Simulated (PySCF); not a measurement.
**Electron correlation in Sb³⁺ (antimony, charge +3)**

[Kr] 4d10 5s2, closed-shell 1S. Calculation: PySCF 2.14, in aug-cc-pwCVTZ-PP with ECP28MDF (8s7p6d4f1g, 96 functions); a scalar-relativistic core potential. Frozen: 4s2 4p6 4d10; 2 electrons correlated.

With two correlated electrons CCSD is exact within the correlated space (frozen core and kept virtual orbitals).

| level | correlation energy (mhartree) |
| --- | --- |
| CCSD | -36.04 |

Diagnostics: T1 = 0.0032, D1 = 0.0046, largest double amplitude 0.097.

Cost of the coupled-cluster step: about 4 core-seconds, for 2 correlated electrons.

Iterations:

```
CC2 = 0
CCSD nocc = 1, nmo = 87
frozen orbitals [0, 1, 2, 3, 4, 5, 6, 7, 8]
max_cycle = 100
direct = 0
conv_tol = 1e-08
conv_tol_normt = 1e-06
diis_space = 8
diis_start_cycle = 0
Init t2, MP2 energy = -237.514263367219  E_corr(MP2) -0.0271250142272997
Init E_corr(CCSD) = -0.0271250142316994
cycle = 1  E_corr(CCSD) = -0.0326940392475054  dE = -0.00556902502  norm(t1,t2) = 0.0366405
cycle = 2  E_corr(CCSD) = -0.0347276716247392  dE = -0.00203363238  norm(t1,t2) = 0.0146387
cycle = 3  E_corr(CCSD) = -0.0360519326015859  dE = -0.00132426098  norm(t1,t2) = 0.00599459
cycle = 4  E_corr(CCSD) = -0.0360438263885644  dE = 8.10621302e-06  norm(t1,t2) = 0.000141368
cycle = 5  E_corr(CCSD) = -0.0360443840188398  dE = -5.57630275e-07  norm(t1,t2) = 1.12152e-05
cycle = 6  E_corr(CCSD) = -0.0360441046937291  dE = 2.79325111e-07  norm(t1,t2) = 1.68471e-06
cycle = 7  E_corr(CCSD) = -0.0360440846981382  dE = 1.99955909e-08  norm(t1,t2) = 1.52461e-07
cycle = 8  E_corr(CCSD) = -0.0360440875484021  dE = -2.8502639e-09  norm(t1,t2) = 2.66651e-08
CCSD converged
E(CCSD) = -237.5231824405402  E_corr = -0.03604408754840212
```
